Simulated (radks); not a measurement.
The numbers below are computed, except where a source is named.
Spherical quantum dot in the effective-mass picture: electrons in a well V = -V0 / (1 + exp((r - R)/a)) with V0 = 4.15, R = 12.1, a = 1.4, with a point charge +1 (a donor) at the centre, all in effective atomic units (hartree* = m*/eps^2 hartree, bohr* = eps/m* bohr), one dielectric constant everywhere. Level of theory: non-relativistic Kohn-Sham, LDA (Slater exchange, Perdew-Wang correlation), spin-polarised, spherical densities (a radial shooting solver with Libxc functionals). Levels are named by radial order and angular momentum (1s, 1p, 1d, 2s, ...), and open shells are averaged over m. At N = 32 the configuration is 1s2 1p6 1d10 2s(up 1, down 0) 1f(up 7, down 6). Does electron 33 go into 2s down or 1f down or 1g up?

Answer. Into 1f down. The total energies of the other choices lie higher by 0.0103 hartree* (2s down), 0.0575 hartree* (1g up).
